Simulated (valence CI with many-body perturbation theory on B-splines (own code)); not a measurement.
**Sensitivity of CI+MBPT for Rh⁴⁺**

Calculated by valence CI with perturbative core correlation (CI+MBPT): five valence electrons over a frozen Dirac-Fock core [Kr], a basis of 6 s, 6 p, 5 d, 5 f, 1 g functions for each j, with the one-electron correlation potential Σ1 (screened to all orders), the two-electron term Σ2, the three-electron term Σ3, Breit, model QED; selected single and double excitations, second order for the rest, scaled by the run's own slope (own B-spline code, finite nucleus).

No measured levels were compared; by estimate terms of the open shell hold to 2 to 4 % of their energy, and close levels can change places; different configurations can be misplaced against each other by 1,000 to 8,000 cm⁻¹. Among the levels kept, up to 630 cm⁻¹ of a level comes from second order outside the variational space, and about a tenth of that is noise between levels of different J, which matters for small intervals. Only levels of the ground parity were solved; by the run's estimate the other parity begins above the list, which can be wrong where configurations are misplaced.

The reference run has the lowest level 4d5 6S_5/2 and an ionisation energy of 63.4817 eV. Its largest variational space holds 10038 state functions.

Names give the largest LS component (configuration and term), which can be under half, so a name can repeat, a term be missing and a line seem to break the LS rules; names also repeat where a configuration has a term twice.

Changed runs:
A. size limit of the variational space 10000 → 3000
B. Davidson tolerance 2e-05 → 0.0003
C. correlating orbitals by l 3 3 3 3 1 → 4 4 0 0 0
D. highest l in the core sums 6 → 2 (bad on purpose)

Excitation energies of the reference run in cm⁻¹, and shifts in cm⁻¹:

| Level | Reference | A | B | C | D |
| --- | --- | --- | --- | --- | --- |
| 4d5 4G_5/2 | 25399 | -115 | 0 | +2053 |  |
| 4d5 4G_7/2 | 25785 | -147 | 0 | +2002 | +1713 |
| 4d5 4G_11/2 | 25924 | -133 | 0 | +1984 | +1833 |
| 4d5 4G_9/2 | 26018 | -132 | 0 | +1975 | +1821 |
| 4d5 4P_5/2 | 28548 | -81 | 0 | +3142 |  |
| 4d5 4P_3/2 | 29187 | -118 | 0 | +3138 | -2373 |
| 4d5 4P_1/2 | 30147 | -28 | 0 | +3201 | -2737 |
| 4d5 4D_7/2 | 31488 | -131 | 0 | +2864 | -318 |
| 4d5 4D_1/2 | 32713 | -30 | 0 | +3059 | -821 |
| 4d5 4D_5/2 | 33346 | -93 | 0 | +3156 | -1197 |
| 4d5 4D_3/2 | 33449 | -125 | 0 | +3139 | -1213 |
| 4d5 2I_11/2 | 36933 | -204 | 0 | +2595 | +4123 |
| Ionisation energy (eV) | 63.4817 | -0.0059 | 0 | +0.1576 | -0.4587 |

A blank means that the level has no clear partner in that run.

No effect on these energies: B.
